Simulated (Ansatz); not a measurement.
Mulliken charges of CdFH$_{3}$OSi, SMILES `[F][Cd][O][SiH3]` from PBE/def2-TZVPP in Ansatz (PBE0-D4/def2-TZVP geometry).

```
atom   x (Å)   y (Å)   z (Å)  charge (e)
  F1  -1.583  -3.241   1.610      -0.479
 Cd2  -1.055  -1.706   0.578       0.854
  O3  -0.594  -0.176  -0.529      -0.525
 Si4   0.535   0.994  -0.434       0.382
  H5   1.918   0.436  -0.512      -0.081
  H6   0.441   1.753   0.849      -0.082
  H7   0.338   1.940  -1.563      -0.068
```

**Question.** By hand: the dipole of these point charges (1 e Å = 4.8032 D).

**Answer.** Σ q r = (0.159, 0.257, -0.088) e Å, of length 0.315 e Å = 1.51 D.

**Question.** How does the dipole of the full density compare? (Estimate.)

**Answer.** Computed: (0.030, 0.092, -0.064) e Å, 0.56 D; the point charges give 2.70 times that, at 21° from its direction.

Point charges leave out the atoms' own dipoles, such as those of lone pairs, and Mulliken's split depends on the basis, so the two needn't agree.
